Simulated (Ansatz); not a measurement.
A nudged elastic band was laid between two geometries of C3H5Li (9 atoms, charge 0, multiplicity 1).

Theory: RKS B3LYP-D4/def2-SVP in Ansatz.

* movable images: 7
* climbing image: yes
* spring: 5.0 eV/Å²
* optimiser: quadratic models (default)
* start path: IDPP
* force threshold: 0.05 eV/Å
* iteration limit: 10
* end points: relaxed

Image 0:

```xyz
9
Properties=species:S:1:pos:R:3
Li -0.920 0.636 -2.283
C 0.495 0.907 -0.971
C 0.527 0.257 0.212
C -0.492 -0.748 0.694
H 1.359 1.592 -1.082
H 1.338 0.425 0.947
H -1.295 -0.904 -0.053
H -0.037 -1.735 0.900
H -0.976 -0.431 1.636
```

Image 8:

```xyz
9
Properties=species:S:1:pos:R:3
Li 0.733 -1.021 -2.208
C 0.951 0.453 -0.951
C 0.249 0.535 0.200
C -0.778 -0.460 0.680
H 1.640 1.311 -1.069
H 0.384 1.379 0.904
H -1.774 0.001 0.818
H -0.900 -1.298 -0.034
H -0.506 -0.900 1.658
```

Task: Which bonds break or form, and what moves?

Result: No bond is made or broken. The dihedral C2–C3–C4–H8 goes from 121 to 0°. The two ends are copies of one structure, up to a mirror image or an exchange of like atoms.

Task: What energy profile does the band end with?

Result: The run converged. The highest image is number 4 of 0 to 8, 9.6 kJ/mol above the ends, which have the same energy within 2 meV. Another band between the same ends (7 images) ends at a top of the same energy, where a vibrational analysis finds 1 clearly imaginary mode.

| image | path coordinate (Å) | energy (kJ/mol) | dihedral C2–C3–C4–H8 (°) |
| --- | --- | --- | --- |
| 0 | 0.00 | 0.0 | 121 |
| 1 | 0.40 | 1.3 | 106 |
| 2 | 0.80 | 4.7 | 91 |
| 3 | 1.20 | 8.2 | 76 |
| 4 | 1.60 | 9.6 | 60 |
| 5 | 2.00 | 8.2 | 44 |
| 6 | 2.40 | 4.7 | 29 |
| 7 | 2.80 | 1.4 | 14 |
| 8 | 3.20 | 0.0 | 0 |

Task: What is the geometry of the highest image?

Result: 
```xyz
9
Properties=species:S:1:pos:R:3
Li 0.093 -0.435 -2.523
C 0.760 0.613 -1.017
C 0.362 0.450 0.262
C -0.665 -0.570 0.731
H 1.515 1.418 -1.108
H 0.772 1.071 1.079
H -1.650 -0.416 0.252
H -0.352 -1.607 0.504
H -0.834 -0.524 1.819
```

The run took 120 s on 1 thread of Arm Neoverse V1 (shared host), peak memory 0.14 GiB.
